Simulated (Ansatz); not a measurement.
C₂H₇In, closed shell: relaxation with the reacting distances held.

The input file, in.yaml:

```yaml
crystal:
  periodic: [false, false, false]
  atoms:
    - {symbol: In, position_ang: [1.222200, 0.211200, 1.563300]}
    - {symbol: C, position_ang: [0.545300, 1.150300, -0.743200]}
    - {symbol: H, position_ang: [-0.043800, -0.002300, -0.046300]}
    - {symbol: C, position_ang: [-0.702700, -1.175200, 0.546200]}
    - {symbol: H, position_ang: [0.375200, 2.163700, -0.359700]}
    - {symbol: H, position_ang: [1.573800, 1.113100, -1.123200]}
    - {symbol: H, position_ang: [-0.101400, 1.045400, -1.615900]}
    - {symbol: H, position_ang: [-0.148800, -2.121000, 0.597400]}
    - {symbol: H, position_ang: [-1.308800, -1.101800, 1.458100]}
    - {symbol: H, position_ang: [-1.411100, -1.283300, -0.276500]}
basis:
  gaussian: {orbitals: def2-SVP}
hamiltonian: {xc: pbe0, dispersion: d4}
relax: {f_tol: 0.04, max_steps: 150, escape_saddle: false, constraints: [{distance: [1, 2]}, {distance: [0, 1]}, {distance: [0, 2]}]}
```

Command:

```bash
ansatz run in.yaml --threads 4 --pin off --events-out ev --progress --plain --max-ram 9574MiB
```

Output of Ansatz 0.2.0:

```
Functional definition: PBE0
  name "PBE0"
  cite "Adamo & Barone, J. Chem. Phys. 110, 6158 (1999) doi:10.1063/1.478522"
  cite "Perdew, Burke & Ernzerhof, Phys. Rev. Lett. 77, 3865 (1996) doi:10.1103/PhysRevLett.77.3865"
  parent pbe
  parameter a = 0.25
  parameter kappa = 0.804
  parameter beta = 0.06672455060314922
  exchange = (1 - a)*pbe_x(kappa = kappa, mu = beta*pi^2/3) + a*exact_x
  correlation = pbe_c(beta = beta)
1085 factors; integrals over basis functions are off by at most 3.0e-4 eV
mean field evaluation 1: about -7346.6246 eV, gradient 5.8e1 eV
mean field evaluation 2: about -7316.5450 eV, gradient 9.3e1 eV
mean field evaluation 4: about -7355.5718 eV, gradient 4.6e0 eV
mean field evaluation 8: about -7355.6522 eV, gradient 2.2e-1 eV
mean field evaluation 16: about -7355.6523 eV, gradient 2.5e-5 eV
mean field -7355.65229350 eV, -270.3152359458 hartree, gradient 2.5e-5 eV, S^2 0.000000; 0 other end points of the search recorded, 0 dependent functions left out
the calculation of the forces begins
reference -7355.65232083 eV, -270.3152369505 hartree; 20, 20 occupied and 69, 69 virtual orbitals, 1085 factors
relax step   1: F+E_penalty+E_count = -7355.79667622 eV  Δ(F+E_penalty+E_count) = +0.000e0 eV  max|allowed force component| = 4.583e-1 eV/Å  Δτ_max = 0.0000 Å  (26 SCF iters, accepted)
  distance C 1 - H 2 held at 1.470100 Å   reaction = -8.9885e-2 eV/Å
  distance In 0 - C 1 held at 2.580706 Å   reaction = +5.3794e-1 eV/Å
  distance In 0 - H 2 held at 2.058920 Å   reaction = -1.4821e-1 eV/Å
these checks for a lower state are left out or cut short: starts, cluster_reference, orbital_swaps, neighbouring_geometries, increment
1085 factors; integrals over basis functions are off by at most 5.8e-4 eV
mean field -7355.70506860 eV, -270.3171753949 hartree, gradient 2.5e-5 eV, S^2 0.000000; 0 other end points of the search recorded, 0 dependent functions left out
the calculation of the forces begins
reference -7355.70509581 eV, -270.3171763951 hartree; 20, 20 occupied and 69, 69 virtual orbitals, 1085 factors
relax step   2: F+E_penalty+E_count = -7355.85007838 eV  Δ(F+E_penalty+E_count) = -5.340e-2 eV  max|allowed force component| = 2.962e-1 eV/Å  Δτ_max = 0.1935 Å  (26 SCF iters, accepted)
  distance C 1 - H 2 held at 1.470100 Å   reaction = +2.1548e-1 eV/Å
  distance In 0 - C 1 held at 2.580706 Å   reaction = -2.5646e-1 eV/Å
  distance In 0 - H 2 held at 2.058920 Å   reaction = +4.3209e-1 eV/Å
these checks for a lower state are left out or cut short: starts, cluster_reference, orbital_swaps, neighbouring_geometries, increment
1085 factors; integrals over basis functions are off by at most 4.1e-4 eV
mean field -7355.72171538 eV, -270.3177871529 hartree, gradient 6.9e-5 eV, S^2 0.000000; 0 other end points of the search recorded, 0 dependent functions left out
the calculation of the forces begins
reference -7355.72174265 eV, -270.3177881550 hartree; 20, 20 occupied and 69, 69 virtual orbitals, 1085 factors
relax step   3: F+E_penalty+E_count = -7355.86658973 eV  Δ(F+E_penalty+E_count) = -1.651e-2 eV  max|allowed force component| = 9.616e-2 eV/Å  Δτ_max = 0.0667 Å  (25 SCF iters, accepted)
  distance C 1 - H 2 held at 1.470100 Å   reaction = +1.3926e-1 eV/Å
  distance In 0 - C 1 held at 2.580706 Å   reaction = +2.3593e-3 eV/Å
  distance In 0 - H 2 held at 2.058920 Å   reaction = +2.5426e-1 eV/Å
these checks for a lower state are left out or cut short: starts, cluster_reference, orbital_swaps, neighbouring_geometries, increment
1085 factors; integrals over basis functions are off by at most 4.6e-4 eV
mean field evaluation 32: about -7355.7226 eV, gradient 7.1e-2 eV
mean field -7355.72263371 eV, -270.3178209010 hartree, gradient 7.1e-5 eV, S^2 0.000000; 0 other end points of the search recorded, 0 dependent functions left out
the calculation of the forces begins
reference -7355.72266100 eV, -270.3178219037 hartree; 20, 20 occupied and 69, 69 virtual orbitals, 1085 factors
relax step   4: F+E_penalty+E_count = -7355.86770944 eV  Δ(F+E_penalty+E_count) = -1.120e-3 eV  max|allowed force component| = 4.022e-2 eV/Å  Δτ_max = 0.0296 Å  (25 SCF iters, accepted)
  distance C 1 - H 2 held at 1.470100 Å   reaction = +1.8607e-1 eV/Å
  distance In 0 - C 1 held at 2.580706 Å   reaction = +5.7465e-2 eV/Å
  distance In 0 - H 2 held at 2.058920 Å   reaction = +2.5524e-1 eV/Å
these checks for a lower state are left out or cut short: starts, cluster_reference, orbital_swaps, neighbouring_geometries, increment
1085 factors; integrals over basis functions are off by at most 4.5e-4 eV
mean field -7355.72295345 eV, -270.3178326514 hartree, gradient 1.7e-5 eV, S^2 0.000000; 0 other end points of the search recorded, 0 dependent functions left out
the calculation of the forces begins
reference -7355.72298073 eV, -270.3178336537 hartree; 20, 20 occupied and 69, 69 virtual orbitals, 1085 factors
relax step   5: F+E_penalty+E_count = -7355.86797542 eV  Δ(F+E_penalty+E_count) = -2.660e-4 eV  max|allowed force component| = 9.039e-3 eV/Å  Δτ_max = 0.0114 Å  (23 SCF iters, accepted)
  distance C 1 - H 2 held at 1.470100 Å   reaction = +1.5515e-1 eV/Å
  distance In 0 - C 1 held at 2.580706 Å   reaction = +4.5008e-2 eV/Å
  distance In 0 - H 2 held at 2.058920 Å   reaction = +2.5621e-1 eV/Å
1085 factors; integrals over basis functions are off by at most 4.5e-4 eV
mean field -7355.72295345 eV, -270.3178326514 hartree, gradient 1.7e-5 eV, S^2 0.000000; 1 other end points of the search recorded, 0 dependent functions left out
the calculation of the forces begins
reference -7355.72298073 eV, -270.3178336537 hartree; 20, 20 occupied and 69, 69 virtual orbitals, 1085 factors
Total energy: -7355.86800269 eV, -270.3231631125 hartree
Atom 0 at     1.229650     0.195389     1.576853 Å, force    -0.164141    -0.006242    -0.237291 eV/Å
Atom 1 at     0.558501     1.157804    -0.721703 Å, force    -0.054174    -0.144385     0.115549 eV/Å
Atom 2 at    -0.031816    -0.002245    -0.038323 Å, force     0.220113     0.142051     0.136351 eV/Å
Atom 3 at    -0.673613    -1.173833     0.572881 Å, force     0.003380     0.009039    -0.009012 eV/Å
Atom 4 at     0.366754     2.191825    -0.387988 Å, force     0.000171     0.001965    -0.001880 eV/Å
Atom 5 at     1.562428     1.125732    -1.178222 Å, force     0.000327     0.001582    -0.002663 eV/Å
Atom 6 at    -0.164030     0.946662    -1.530781 Å, force    -0.000674     0.001038    -0.001402 eV/Å
Atom 7 at    -0.179624    -2.160255     0.605547 Å, force    -0.002131    -0.001833     0.001029 eV/Å
Atom 8 at    -1.360486    -1.109751     1.434290 Å, force    -0.001944    -0.001150    -0.000267 eV/Å
Atom 9 at    -1.307864    -1.171228    -0.332354 Å, force    -0.000926    -0.002064    -0.000414 eV/Å
Dipole moment:     0.126601     0.011110     0.174712 e Å
```

The run took about 7.5 s on 4 CPU threads of an Arm Neoverse V1 (shared host).
